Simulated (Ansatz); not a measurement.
The cluster CuF₂⁺. Total charge 1; triplet. Geometry PBE-D4/def2-TZVP, that of the neutral doublet.

```xyz
3

Cu    0.000    0.000    0.000
F    -0.142    1.603   -0.655
F     0.142   -1.603    0.654
```

The structure comes from a short search, and lower isomers may exist.

Estimate the α-spin orbital energies around the gap (eV) in Ansatz with PBE-D4/def2-TZVP, r2SCAN-D4/def2-TZVP, PBE0-D4/def2-TZVP.


```csv
orbital,PBE-D4/def2-TZVP,r2SCAN-D4/def2-TZVP,PBE0-D4/def2-TZVP
HOMO−5,-19.10,-19.47,-21.23
HOMO−4,-18.83,-19.43,-21.05
HOMO−3,-18.83,-18.43,-20.39
HOMO−2,-17.96,-18.40,-20.15
HOMO−1,-17.96,-18.29,-20.13
HOMO,-17.20,-17.47,-19.37
LUMO,-9.59,-9.47,-8.76
LUMO+1,-6.24,-6.13,-5.48
LUMO+2,-6.24,-6.03,-5.38
LUMO+3,-2.80,-2.25,-2.25
LUMO+4,-1.37,-0.98,-0.96
LUMO+5,-1.36,-0.98,-0.96
β HOMO,-16.77,-16.98,-17.80
β LUMO,-16.47,-16.33,-15.63
```
